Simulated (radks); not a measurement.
Species: Tb7+. Configuration: [Kr] 4d10 4f7 5s2 5p3. Calculated with a radial shooting solver on a logarithmic mesh with Libxc functionals: scalar-relativistic Kohn-Sham, LB94 model potential, spin-polarised, spherical densities, finite nucleus; open shells are filled with parallel spins first (spin-orbit coupling, left out, can overturn this in heavy ions); Fermi nuclear charge, rms radius 5.06 fm. Some entries of the table are withheld. Estimate them.

| orbital | occ. | eigenvalue (Ry) | <r> (bohr) | <r^2> (bohr^2) |
|---|---|---|---|---|
| 1s up | 1 | -3834.141 | 0.02148 | 0.0006298 |
| 1s down | 1 | -3834.140 | 0.02148 | 0.0006298 |
| 2s up | 1 | -643.8974 | 0.09134 | 0.009851 |
| 2s down | 1 | -643.8913 | 0.09134 | 0.009851 |
| 2p up | 3 | -573.5983 | 0.08070 | 0.007950 |
| 2p down | 3 | -573.5834 | 0.08070 | 0.007950 |
| 3s up | 1 | -150.1007 | 0.2391 | 0.06526 |
| 3s down | 1 | -150.0998 | 0.2390 | 0.06519 |
| 3p up | 3 | -128.3763 | 0.2376 | 0.06541 |
| 3p down | 3 | -128.3687 | 0.2375 | 0.06531 |
| 3d up | 5 | -99.96788 | 0.2160 | 0.05478 |
| 3d down | 5 | -99.96393 | 0.2159 | 0.05469 |
| 4s up | 1 | -36.58068 | 0.5403 | 0.3294 |
| 4s down | 1 | -36.19350 | 0.5410 | 0.3303 |
| 4p up | 3 | -29.43255 | 0.5714 | 0.3710 |
| 4p down | 3 | -29.06173 | 0.5726 | 0.3726 |
| 4d up | 5 | -19.59225 | 0.6164 | 0.4396 |
| 4d down | 5 | -19.24753 | 0.6183 | 0.4423 |
| 5s up | 1 | -11.25845 | (1) | 1.644 |
| 5s down | 1 | -10.99942 | (2) | 1.643 |
| 5p up | 3 | -9.25119 | 1.350 | 2.038 |
| 5p down | 0 | -8.98382 | 1.353 | 2.049 |
| 4f up | 7 | (3) | 0.7385 | 0.6687 |
| 4f down | 0 | (4) | 0.7422 | 0.6761 |

Answer. 
(1) 5s up <r> (bohr): 1.214
(2) 5s down <r> (bohr): 1.213
(3) 4f up eigenvalue (Ry): -8.77894
(4) 4f down eigenvalue (Ry): -8.47635
